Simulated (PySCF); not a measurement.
C3H8BCl, SMILES CC(C)BCl.

The structure is a stationary point at ωB97X-D3(BJ)/def2-SVP. One conformer was computed; it need not be the lowest.

The numbers are results of TDDFT-LC-ωPBE/def2-SVPD (PySCF 2.14.0), not measurements.

Vertical excitations. 

| state | energy (eV) | λ (nm) | f | main pairs |
|---|---|---|---|---|
| S1 | 5.49 | 226 | 0.000 | HOMO→LUMO 92 % |
| S2 | 7.19 | 172 | 0.005 | HOMO−1→LUMO 75 % |
| S3 | 7.69 | 161 | 0.006 | HOMO−3→LUMO 57 %, HOMO−5→LUMO 19 %, HOMO−4→LUMO 9 % |
| S4 | 7.80 | 159 | 0.157 | HOMO−2→LUMO 70 %, HOMO−4→LUMO 11 % |
| S5 | 8.40 | 148 | 0.011 | HOMO−4→LUMO 65 %, HOMO−2→LUMO 13 %, HOMO−3→LUMO 13 % |
| S6 | 8.47 | 146 | 0.010 | HOMO→LUMO+1 81 % |
| S7 | 8.60 | 144 | 0.007 | HOMO−5→LUMO 47 %, HOMO−3→LUMO 17 %, HOMO−7→LUMO 11 %, HOMO−1→LUMO 8 % |
| S8 | 9.14 | 136 | 0.063 | HOMO→LUMO+2 60 % |
| S9 | 9.47 | 131 | 0.028 | HOMO→LUMO+3 38 %, HOMO−1→LUMO+1 20 %, HOMO→LUMO+2 7 % |
| S10 | 9.78 | 127 | 0.043 | HOMO→LUMO+4 74 % |
| T1 | 4.99 | 249 | 0 | HOMO→LUMO 89 % |
| T2 | 6.46 | 192 | 0 | HOMO−1→LUMO 70 %, HOMO−5→LUMO 13 % |
| T3 | 6.67 | 186 | 0 | HOMO−2→LUMO 44 %, HOMO−4→LUMO 34 %, HOMO−3→LUMO 13 % |
| T4 | 7.32 | 169 | 0 | HOMO−3→LUMO 42 %, HOMO−5→LUMO 23 %, HOMO−4→LUMO 11 % |
Triplets are in the Tamm–Dancoff approximation, which puts them higher than full response would, so one can lie above its singlet here.
